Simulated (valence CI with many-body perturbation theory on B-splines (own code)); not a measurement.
# E1 line list for Nd46+

Calculated by configuration interaction combined with many-body perturbation theory (CI+MBPT): four valence electrons over a frozen Dirac-Fock core [Ne], radial functions for each j: 11 s, 11 p, 9 d, 7 f, 5 g, 2 h, 1 i, with the one-electron correlation potential Σ1, the two-electron term Σ2, the three-electron term Σ3, Breit, model QED; selected CI, second order for the rest (own B-spline code, finite nucleus).

No measured spectrum was set against this ion. As an estimate, large intervals hold to a few tenths of a per cent, small ones and those within an open d or f shell to about a per cent.

Lines 201 to 238 of 238 in falling wavelength, among levels below 640.34 eV, chosen from the strongest by gf and those to the six lowest levels. Wavelengths and rates use the calculated energies. Electric multipoles are in the length gauge, E1 and E2 with the static RPA response of the core. Weak lines are less certain than strong ones. Lines between different terms over intervals too small for the method are left out, as are lines whose strength nearly cancels. The highest levels of a list are the least certain.

Levels are named by their leading jj configuration (3d3/2^4 stands for four electrons in 3d with j = 3/2), which in mixed levels can hold well under half, so a name can repeat and another be missing. Letters in brackets count levels of one name in rising energy.

| λ vac (nm) | Upper | Lower | A (s⁻¹) | S (a.u.) with core polarisation | S without |
| --- | --- | --- | --- | --- | --- |
| 3.820 | (3s^2 3p1/2 3d3/2) J=1 | (3s^2 3p1/2^2) J=0 | 1.06e+12 | 8.74e-02 | 8.90e-02 |
| 3.814 | (3s^2 3p3/2 3d3/2) J=0 | (3s^2 3p1/2 3p3/2) J=1 | 7.61e+11 | 2.08e-02 | 2.12e-02 |
| 3.800 | (3s 3p1/2 3p3/2 3d5/2) J=2 [b] | (3s 3p1/2^2 3p3/2) J=1 | 2.64e+11 | 3.57e-02 | 3.64e-02 |
| 3.785 | (3s 3p1/2 3p3/2 3d5/2) J=2 [a] | (3s 3p1/2^2 3p3/2) J=2 | 4.75e+10 | 6.36e-03 | 6.47e-03 |
| 3.758 | (3s^2 3p3/2 3d5/2) J=2 | (3s^2 3p1/2 3p3/2) J=2 | 9.66e+08 | 1.27e-04 | 1.29e-04 |
| 3.702 | (3s 3p1/2 3p3/2 3d5/2) J=1 [a] | (3s 3p1/2^2 3p3/2) J=2 | 7.93e+07 | 5.96e-06 | 6.10e-06 |
| 3.688 | (3s 3p1/2 3p3/2 3d5/2) J=3 [a] | (3s 3p1/2^2 3p3/2) J=2 | 6.48e+10 | 1.12e-02 | 1.14e-02 |
| 3.682 | (3s 3p1/2 3p3/2 3d5/2) J=1 [b] | (3s 3p1/2^2 3p3/2) J=1 | 1.96e+10 | 1.45e-03 | 1.48e-03 |
| 3.676 | (3s^2 3p3/2 3d5/2) J=2 | (3s^2 3p1/2 3p3/2) J=1 | 3.88e+08 | 4.75e-05 | 4.85e-05 |
| 3.674 | (3s^2 3d3/2^2) J=2 | (3s^2 3p1/2 3d3/2) J=2 | 6.02e+11 | 7.36e-02 | 7.49e-02 |
| 3.599 | (3s 3p1/2 3p3/2 3d3/2) J=2 [e] | (3s 3p1/2^2 3p3/2) J=2 | 1.71e+08 | 1.96e-05 | 2.00e-05 |
| 3.592 | (3s 3p1/2 3p3/2 3d5/2) J=3 [b] | (3s 3p1/2^2 3p3/2) J=2 | 7.55e+10 | 1.21e-02 | 1.23e-02 |
| 3.583 | (3s 3p1/2 3p3/2 3d5/2) J=1 [c] | (3s 3p1/2^2 3p3/2) J=1 | 9.59e+05 | 6.53e-08 | 6.74e-08 |
| 3.575 | (3s 3p1/2 3p3/2 3d3/2) J=1 [d] | (3s 3p1/2^2 3p3/2) J=2 | 1.16e+09 | 7.87e-05 | 8.02e-05 |
| 3.560 | (3s 3p1/2 3p3/2 3d5/2) J=2 [c] | (3s 3p1/2^2 3p3/2) J=1 | 5.10e+09 | 5.68e-04 | 5.79e-04 |
| 3.556 | (3s 3p1/2 3p3/2 3d5/2) J=2 [b] | (3s 3p1/2^2 3p3/2) J=2 | 7.31e+10 | 8.11e-03 | 8.26e-03 |
| 3.538 | (3s 3p1/2 3p3/2 3d5/2) J=0 | (3s 3p1/2^2 3p3/2) J=1 | 2.40e+11 | 5.24e-03 | 5.34e-03 |
| 3.508 | (3s^2 3p3/2 3d5/2) J=3 | (3s^2 3p1/2 3p3/2) J=2 | 8.82e+09 | 1.32e-03 | 1.34e-03 |
| 3.498 | (3s 3p1/2 3p3/2 3d5/2) J=2 [d] | (3s 3p1/2^2 3p3/2) J=1 | 9.46e+09 | 9.99e-04 | 1.02e-03 |
| 3.487 | (3s 3p1/2 3p3/2 3d5/2) J=3 [c] | (3s 3p1/2^2 3p3/2) J=2 | 1.73e+10 | 2.53e-03 | 2.58e-03 |
| 3.453 | (3s 3p1/2 3p3/2 3d5/2) J=1 [b] | (3s 3p1/2^2 3p3/2) J=2 | 1.32e+10 | 8.04e-04 | 8.19e-04 |
| 3.450 | (3s^2 3p3/2 3d5/2) J=1 | (3s^2 3p1/2 3p3/2) J=2 | 1.38e+10 | 8.42e-04 | 8.57e-04 |
| 3.414 | (3s^2 3d3/2^2) J=2 | (3s 3p1/2^2 3p3/2) J=1 | 2.59e+09 | 2.54e-04 | 2.59e-04 |
| 3.381 | (3s^2 3p3/2 3d5/2) J=1 | (3s^2 3p1/2 3p3/2) J=1 | 2.86e+09 | 1.64e-04 | 1.67e-04 |
| 3.365 | (3s 3p1/2 3p3/2 3d5/2) J=1 [c] | (3s 3p1/2^2 3p3/2) J=2 | 2.49e+09 | 1.40e-04 | 1.43e-04 |
| 3.353 | (3s 3p1/2 3p3/2 3d5/2) J=3 [d] | (3s 3p1/2^2 3p3/2) J=2 | 9.89e+09 | 1.29e-03 | 1.31e-03 |
| 3.345 | (3s 3p1/2 3p3/2 3d5/2) J=2 [c] | (3s 3p1/2^2 3p3/2) J=2 | 2.32e+09 | 2.14e-04 | 2.18e-04 |
| 3.290 | (3s 3p1/2 3p3/2 3d5/2) J=2 [d] | (3s 3p1/2^2 3p3/2) J=2 | 3.09e+10 | 2.71e-03 | 2.76e-03 |
| 3.215 | (3s^2 3d3/2^2) J=2 | (3s 3p1/2^2 3p3/2) J=2 | 2.26e+09 | 1.85e-04 | 1.88e-04 |
| 3.123 | (3s 3p3/2^3) J=2 | (3s^2 3p1/2 3p3/2) J=2 | 3.26e+09 | 2.45e-04 | 2.50e-04 |
| 3.108 | (3s 3p1/2 3p3/2^2) J=1 [a] | (3s^2 3p1/2^2) J=0 | 3.11e+09 | 1.38e-04 | 1.40e-04 |
| 3.067 | (3s 3p3/2^3) J=2 | (3s^2 3p1/2 3p3/2) J=1 | 6.49e+08 | 4.62e-05 | 4.70e-05 |
| 3.030 | (3s 3p1/2 3p3/2^2) J=1 [b] | (3s^2 3p1/2^2) J=0 | 1.77e+09 | 7.29e-05 | 7.42e-05 |
| 2.951 | (3s 3p3/2^3) J=1 | (3s^2 3p1/2 3p3/2) J=2 | 5.78e+08 | 2.20e-05 | 2.23e-05 |
| 2.900 | (3s 3p3/2^3) J=1 | (3s^2 3p1/2 3p3/2) J=1 | 9.70e+08 | 3.50e-05 | 3.57e-05 |
| 2.765 | (3s^2 3p3/2 3d3/2) J=1 | (3s^2 3p1/2^2) J=0 | 3.05e+08 | 9.55e-06 | 9.74e-06 |
| 2.524 | (3s^2 3p3/2 3d5/2) J=1 | (3s^2 3p1/2^2) J=0 | 1.83e+09 | 4.36e-05 | 4.44e-05 |
| 2.246 | (3s 3p3/2^3) J=1 | (3s^2 3p1/2^2) J=0 | 5.74e+07 | 9.63e-07 | 9.80e-07 |
